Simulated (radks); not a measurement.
The numbers below are computed, except where a source is named.
All-electron atom: the rhenium ion Re3.875+ in [Ne] 3s2 3p(up 3, down 2.125) 3d10 4s2 4p6 4d10 4f14 5s2 5p6 5d4 (fractional occupations, a model configuration). Code: a radial shooting solver on a logarithmic mesh with Libxc functionals. Model: scalar-relativistic Kohn-Sham, PBEsol, spin-polarised, spherical densities, point nucleus; open shells are filled with parallel spins first (spin-orbit coupling, left out, can overturn this in heavy ions).

Radial electron density D(r) = 4 pi r^2 rho(r):

r (bohr)  D(r) (e/bohr)   spin D(r)
0.001179          10.52  -0.0000288
0.001362          13.02   0.0000188
0.001572          16.04    0.000112
0.001802          19.45    0.000271
0.002081          23.73    0.000563
0.002403          28.75     0.00106
0.002775          34.57     0.00190
0.003179          40.82     0.00319
0.003672          48.21     0.00540
0.00424           56.28     0.00896
0.004897          64.85      0.0146
0.00561           73.12      0.0230
0.006479          81.66      0.0367
0.007483          89.47      0.0578
0.008642          95.93      0.0899
0.009901          100.3       0.135
0.01143           102.5       0.203
0.01321           102.3       0.301
0.01525           99.73       0.436
0.01761           95.82       0.615
0.02018           92.20       0.828
0.0233            90.24        1.10
0.02691           91.99        1.39
0.03108           98.49        1.66
0.03561           108.6        1.86
0.04113           121.4        1.92
0.0475            132.4        1.77
0.05485           137.7        1.40
0.06284           135.2       0.898
0.07258           125.8       0.407
0.08382           114.3       0.236
0.0968            107.4       0.661
0.1109            108.9        1.69
0.1281            116.8        3.23
0.1479            123.3        4.69
0.1708            119.4        5.46
0.1957            104.0        5.28
0.226             82.72        4.29
0.261             68.22        3.02
0.3015            67.34        1.97
0.3482            75.41        1.31
0.3989            80.74       0.878
0.4606            75.99       0.456
0.532             61.39      0.0697
0.6144            44.13     -0.0930
0.7039            31.32       0.143
0.8129            23.28       0.846
0.9388            18.97        1.83
1.084             15.70        2.75
1.242             12.36        3.24
1.435             8.648        3.20
1.657             5.392        2.66
1.913             2.997        1.87
2.192             1.544        1.14
2.532            0.6734       0.568
2.924            0.2518       0.231
3.377           0.07806      0.0750
3.869           0.02076      0.0204
4.468          0.003834     0.00381
5.16          0.0005001    0.000499

D(r) has 4 maxima, at r = 0.0121, 0.0562, 0.153, 0.405 bohr, and minima at 0.0237, 0.101, 0.283 bohr, inside which lie 1.92, 11.09, 28.98 electrons.
